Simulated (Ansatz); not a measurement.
Ansatz (a quantum-chemistry and plane-wave program) input (PBE/6-31G*):

Ansatz 0.2 input:
```yaml
crystal:
  periodic: [false, false, false]
  atoms:
    - {symbol: O, position_ang: [-0.48575600, -0.03323000, 1.07605000]}
    - {symbol: B, position_ang: [-0.79231100, -0.19563200, -0.21612400]}
    - {symbol: O, position_ang: [-2.04028300, -0.51844600, -0.76104700]}
    - {symbol: O, position_ang: [0.32478000, 0.00056600, -1.02124500]}
    - {symbol: Si, position_ang: [1.31773200, 0.32508600, 0.35554700]}
    - {symbol: H, position_ang: [-2.65560600, -0.60568700, -0.02722000]}
    - {symbol: H, position_ang: [2.59162000, 0.55499700, -0.47654200]}
    - {symbol: H, position_ang: [1.31679800, 1.66117300, 1.04094500]}
    - {symbol: H, position_ang: [1.87056300, -0.77464200, 1.21570600]}
basis:
  gaussian:
    orbitals: 6-31G*
hamiltonian:
  xc: {name: PBE}
total_charge: -1
relax: {f_tol: 0.003, max_steps: 120}
```

Output:

```
Functional definition: PBE
integrals: 0.03 GiB planned
932 factors; their error is unknown
mean field: 0.21 GiB planned
mean field evaluation 1: about -14749.6038 eV, gradient 4.6e1 eV
mean field evaluation 2: about -14741.5222 eV, gradient 8.3e1 eV
mean field evaluation 4: about -14753.2637 eV, gradient 6.6e0 eV
mean field evaluation 8: about -14753.2735 eV, gradient 1.5e-1 eV
mean field evaluation 16: about -14753.2735 eV, gradient 3.6e-5 eV
mean field -14753.27350182 eV, -542.1728010638 hartree, gradient 3.6e-5 eV, S^2 0.000000; 0 other end points of the search recorded, 0 dependent functions left out
the calculation of the forces begins
reference -14753.27353435 eV, -542.1728022593 hartree; 24, 24 occupied and 63, 63 virtual orbitals, 932 factors
relax step   1: F+E_penalty+E_count = -14753.27350182 eV  Δ(F+E_penalty+E_count) = +0.000e0 eV  max|allowed force component| = 1.211e0 eV/Å  Δτ_max = 0.0000 Å  (27 SCF iters, accepted)
these checks for a lower state are left out or cut short: starts, cluster_reference, orbital_swaps, neighbouring_geometries, increment
integrals: 0.03 GiB planned
932 factors; their error is unknown
mean field: 0.21 GiB planned
mean field -14753.31653435 eV, -542.1743824802 hartree, gradient 1.9e-5 eV, S^2 0.000000; 0 other end points of the search recorded, 0 dependent functions left out
the calculation of the forces begins
reference -14753.31656670 eV, -542.1743836692 hartree; 24, 24 occupied and 63, 63 virtual orbitals, 932 factors
relax step   2: F+E_penalty+E_count = -14753.31653435 eV  Δ(F+E_penalty+E_count) = -4.303e-2 eV  max|allowed force component| = 5.564e-1 eV/Å  Δτ_max = 0.0230 Å  (30 SCF iters, accepted)
these checks for a lower state are left out or cut short: starts, cluster_reference, orbital_swaps, neighbouring_geometries, increment
integrals: 0.03 GiB planned
932 factors; their error is unknown
mean field: 0.21 GiB planned
mean field evaluation 32: about -14753.3268 eV, gradient 1.8e-5 eV
mean field -14753.32684168 eV, -542.1747612678 hartree, gradient 1.8e-5 eV, S^2 0.000000; 0 other end points of the search recorded, 0 dependent functions left out
the calculation of the forces begins
reference -14753.32687394 eV, -542.1747624531 hartree; 24, 24 occupied and 63, 63 virtual orbitals, 932 factors
relax step   3: F+E_penalty+E_count = -14753.32684168 eV  Δ(F+E_penalty+E_count) = -1.031e-2 eV  max|allowed force component| = 1.558e-1 eV/Å  Δτ_max = 0.0201 Å  (29 SCF iters, accepted)
these checks for a lower state are left out or cut short: starts, cluster_reference, orbital_swaps, neighbouring_geometries, increment
integrals: 0.03 GiB planned
932 factors; their error is unknown
mean field: 0.21 GiB planned
mean field -14753.32819596 eV, -542.1748110366 hartree, gradient 1.9e-5 eV, S^2 0.000000; 0 other end points of the search recorded, 0 dependent functions left out
the calculation of the forces begins
reference -14753.32822815 eV, -542.1748122195 hartree; 24, 24 occupied and 63, 63 virtual orbitals, 932 factors
relax step   4: F+E_penalty+E_count = -14753.32819596 eV  Δ(F+E_penalty+E_count) = -1.354e-3 eV  max|allowed force component| = 1.029e-1 eV/Å  Δτ_max = 0.0101 Å  (30 SCF iters, accepted)
these checks for a lower state are left out or cut short: starts, cluster_reference, orbital_swaps, neighbouring_geometries, increment
integrals: 0.03 GiB planned
932 factors; their error is unknown
mean field: 0.21 GiB planned
mean field -14753.32838137 eV, -542.1748178503 hartree, gradient 2.1e-5 eV, S^2 0.000000; 0 other end points of the search recorded, 0 dependent functions left out
the calculation of the forces begins
reference -14753.32841352 eV, -542.1748190317 hartree; 24, 24 occupied and 63, 63 virtual orbitals, 932 factors
relax step   5: F+E_penalty+E_count = -14753.32838137 eV  Δ(F+E_penalty+E_count) = -1.854e-4 eV  max|allowed force component| = 1.535e-1 eV/Å  Δτ_max = 0.0196 Å  (29 SCF iters, accepted)
these checks for a lower state are left out or cut short: starts, cluster_reference, orbital_swaps, neighbouring_geometries, increment
integrals: 0.03 GiB planned
932 factors; their error is unknown
mean field: 0.21 GiB planned
mean field -14753.32923769 eV, -542.1748493192 hartree, gradient 2.1e-5 eV, S^2 0.000000; 0 other end points of the search recorded, 0 dependent functions left out
the calculation of the forces begins
reference -14753.32926981 eV, -542.1748504996 hartree; 24, 24 occupied and 63, 63 virtual orbitals, 932 factors
relax step   6: F+E_penalty+E_count = -14753.32923769 eV  Δ(F+E_penalty+E_count) = -8.563e-4 eV  max|allowed force component| = 4.066e-2 eV/Å  Δτ_max = 0.0065 Å  (30 SCF iters, accepted)
these checks for a lower state are left out or cut short: starts, cluster_reference, orbital_swaps, neighbouring_geometries, increment
integrals: 0.03 GiB planned
932 factors; their error is unknown
mean field: 0.21 GiB planned
mean field -14753.32931057 eV, -542.1748519978 hartree, gradient 1.5e-5 eV, S^2 0.000000; 0 other end points of the search recorded, 0 dependent functions left out
the calculation of the forces begins
reference -14753.32934268 eV, -542.1748531775 hartree; 24, 24 occupied and 63, 63 virtual orbitals, 932 factors
relax step   7: F+E_penalty+E_count = -14753.32931057 eV  Δ(F+E_penalty+E_count) = -7.289e-5 eV  max|allowed force component| = 2.009e-2 eV/Å  Δτ_max = 0.0021 Å  (23 SCF iters, accepted)
these checks for a lower state are left out or cut short: starts, cluster_reference, orbital_swaps, neighbouring_geometries, increment
integrals: 0.03 GiB planned
932 factors; their error is unknown
mean field: 0.21 GiB planned
mean field evaluation 64: about -14753.3293 eV, gradient 6.7e-5 eV
mean field -14753.32932909 eV, -542.1748526785 hartree, gradient 6.7e-5 eV, S^2 0.000000; 0 other end points of the search recorded, 0 dependent functions left out
the calculation of the forces begins
reference -14753.32936119 eV, -542.1748538579 hartree; 24, 24 occupied and 63, 63 virtual orbitals, 932 factors
relax step   8: F+E_penalty+E_count = -14753.32932909 eV  Δ(F+E_penalty+E_count) = -1.852e-5 eV  max|allowed force component| = 9.231e-3 eV/Å  Δτ_max = 0.0010 Å  (20 SCF iters, accepted)
these checks for a lower state are left out or cut short: starts, cluster_reference, orbital_swaps, neighbouring_geometries, increment
integrals: 0.03 GiB planned
932 factors; their error is unknown
mean field: 0.21 GiB planned
mean field -14753.32933177 eV, -542.1748527766 hartree, gradient 3.6e-5 eV, S^2 0.000000; 0 other end points of the search recorded, 0 dependent functions left out
the calculation of the forces begins
reference -14753.32936386 eV, -542.1748539561 hartree; 24, 24 occupied and 63, 63 virtual orbitals, 932 factors
relax step   9: F+E_penalty+E_count = -14753.32933177 eV  Δ(F+E_penalty+E_count) = -2.672e-6 eV  max|allowed force component| = 4.075e-3 eV/Å  Δτ_max = 0.0006 Å  (20 SCF iters, accepted)
these checks for a lower state are left out or cut short: starts, cluster_reference, orbital_swaps, neighbouring_geometries, increment
integrals: 0.03 GiB planned
932 factors; their error is unknown
mean field: 0.21 GiB planned
mean field -14753.32933237 eV, -542.1748527988 hartree, gradient 1.7e-5 eV, S^2 0.000000; 0 other end points of the search recorded, 0 dependent functions left out
the calculation of the forces begins
reference -14753.32936447 eV, -542.1748539783 hartree; 24, 24 occupied and 63, 63 virtual orbitals, 932 factors
relax step  10: F+E_penalty+E_count = -14753.32933237 eV  Δ(F+E_penalty+E_count) = -6.030e-7 eV  max|allowed force component| = 1.689e-3 eV/Å  Δτ_max = 0.0003 Å  (19 SCF iters, accepted)
integrals: 0.03 GiB planned
932 factors; their error is unknown
mean field: 0.21 GiB planned
mean field -14753.32933237 eV, -542.1748527988 hartree, gradient 1.7e-5 eV, S^2 0.000000; 1 other end points of the search recorded, 0 dependent functions left out
the calculation of the forces begins
reference -14753.32936447 eV, -542.1748539783 hartree; 24, 24 occupied and 63, 63 virtual orbitals, 932 factors
Total energy: -14753.32936447 eV, -542.1748539783 hartree
Atom 0 at    -0.490474    -0.035176     1.063098 Å, force     0.000094    -0.000891    -0.000507 eV/Å
Atom 1 at    -0.797426    -0.198850    -0.243612 Å, force    -0.000513     0.001689     0.001002 eV/Å
Atom 2 at    -2.063596    -0.524936    -0.777563 Å, force     0.000013    -0.000495    -0.000585 eV/Å
Atom 3 at     0.318614    -0.004466    -1.072640 Å, force    -0.000126    -0.000935    -0.000586 eV/Å
Atom 4 at     1.299409     0.321319     0.361280 Å, force     0.000838     0.000790     0.000127 eV/Å
Atom 5 at    -2.632002    -0.597415     0.013160 Å, force     0.000113     0.000055     0.000349 eV/Å
Atom 6 at     2.596471     0.555988    -0.478105 Å, force    -0.000023    -0.000067     0.000179 eV/Å
Atom 7 at     1.329719     1.674103     1.072317 Å, force    -0.000092    -0.000208     0.000065 eV/Å
Atom 8 at     1.886823    -0.776382     1.248135 Å, force    -0.000305     0.000063    -0.000044 eV/Å
Dipole moment:    -0.624162    -0.136417     0.077462 e Å
```

The dipole moment of an ion depends on the origin.

The geometry given is a B3LYP-D3(BJ)/def2-TZVP minimum.
